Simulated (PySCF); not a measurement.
Molecule: C5H13AlO2, SMILES [O](CC)[Al]([CH2]C)[O]C. Atoms near the plane z = 1.0 Å, at the GFN2-xTB optimised geometry (x, y, z in Å): Al1 (-0.7, -0.6, 0.0), C2 (1.4, -0.6, 0.0), C3 (2.0, 0.8, -0.1), H5 (1.7, -1.1, 0.9), H6 (1.7, 1.4, 0.7), H8 (3.1, 0.7, -0.1), O9 (-1.4, -2.1, 0.0), C10 (-2.0, -3.4, 0.0), H11 (-1.7, -3.9, 1.0), H12 (-3.1, -3.3, 0.0), O14 (-1.5, 0.8, 0.0), C15 (-2.1, 2.1, -0.1), H18 (-2.1, 2.5, 0.9).

Method: PySCF 2.14.0 with B3LYP/def2-SVP. The values are rescaled to run from 0 to 1.

```
|00000000000000000000000000000|
|00000000000000000000000000000|
|00000000000000000000000000000|
|00000000000000000000000000000|
|00000000000000000000000000000|
|00000000010000000000000000000|
|00000002897100000000000000000|
|00000006999700000000000000000|
|00000006999800000686100000000|
|00000004999400007999400000000|
|00000001452000009999500000000|
|00000000001341008999302200000|
|00000000036763001897225510000|
|00000000256752000022125510000|
|00000000135531342110000100000|
|00000000001100564786100000000|
|00000000001100556999700000000|
|00000000035541225999920000000|
|00000000046763002999820000000|
|00000000025764000487300000000|
|00000330001232000011000000000|
|00001663243100000000000000000|
|00001552499820000000000000000|
|00000111699981000000000000000|
|00000000699993000000000000000|
|00000000399971000000000000000|
|00000000046410000000000000000|
|00000000000000000000000000000|
|00000000000000000000000000000|
```
Scale: ten equal steps from 0.000 (start of '0') to 1.00 (end of '9'), in the order '0123456789'; x runs from -6.00 to 6.00, y from -6.00 (bottom) to 6.00 (top).

Problem. Which quantity is mapped?
(A) an orbital amplitude
(B) electron localisation function
(C) log10 of the electron density
(D) Laplacian of the electron density

Solution. B, electron localisation function
